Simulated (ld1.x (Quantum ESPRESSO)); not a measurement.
**neon: one change to a PAW potential, before and after**

ld1.x (Quantum ESPRESSO) 7.5 input, shortened:

```
&input
   title='Ne', zed=10., rel=0, dft='PBE', iswitch=3,
   config='[He] 2s2 2p6'
 /
 &inputp
   pseudotype=3, lpaw=.true., tm=.true., lloc=-1, rcloc=1.00,
   nlcc=.true., new_core_ps=.true.,
   which_augfun='PSQ', rmatch_augfun_nc=.true.
 /
4
2S  1  0   2.00   0.00  0.40  0.50  0.0
2S  1  0   0.00  -1.85  0.40  0.50  0.0
2P  2  1   6.00   0.00  0.90  1.10  0.0
2P  2  1   0.00  -0.55  0.90  1.10  0.0
 &test
   configts(1)='2s2 2p6'
 /
```

Change: local potential all-electron potential smoothed inside 0.70 bohr (lloc = -1).

Cutoffs: the cutoffs (Ry, on a coarse ladder) from which the occupation-weighted sum of valence levels, in a spherical-Bessel basis at the reference potential, stays within 10 and 1 mRy of its value at 400 Ry; they do not see the model core or the augmentation charge, which bear on the density cutoff. Errors are all-electron minus pseudo energies relative to the spin-unpolarised reference configuration.

Q: What does the change do?

A: The potential gets neither clearly harder nor softer (160 Ry and 300 Ry → 160 Ry and 260 Ry); a bound ghost appears in s, which as a rule spoils a file; of the 6 tests that both files solve, the error grows in 0 and shrinks in 5 by more than 15 % and 0.3 meV (median size 16.5 → 1.2 meV). A state that the projectors do not describe sees the local part alone, so a deeper or shallower local part can create or remove a ghost.

```tsv
quantity	base	changed
cutoff, loose	160 Ry	160 Ry
cutoff, tight	300 Ry	260 Ry
loose cutoff by channel (10 mRy a level)	s 140 Ry, p 55 Ry	s 160 Ry, p 55 Ry
bound ghosts	none	s
error for 2s2 2p5, meV [ΔE 22.49 eV]	-3.2	-0.3
error for 2s2 2p4, meV [ΔE 65.77 eV]	-30	-1.8
error for 2s2 2p3, meV [ΔE 133.21 eV]	-106	-7.3
error for 2s2 2p2, meV [ΔE 227.83 eV]	-224	-23
error for 2s2 2p5.5, meV [ΔE 8.88 eV]	-0.3	-0.1
error for 2s1 2p6, meV [ΔE 45.75 eV]	-2.4	-0.6
s: phases at 1.20 bohr within 0.05 rad from the reference energy up to (Ry; the scan ends near 5)	to the end of the scan	to the end of the scan
p: phases at 1.20 bohr within 0.05 rad from the reference energy up to (Ry; the scan ends near 5)	to the end of the scan	to the end of the scan
lowest overlap eigenvalue by channel	s 0.69, p 0.91	s 0.70, p 0.93
```

 A true bound ghost makes a file unfit for plane-wave use even where its test errors are small: the radial tests pick states by their node count and pass the ghost by.
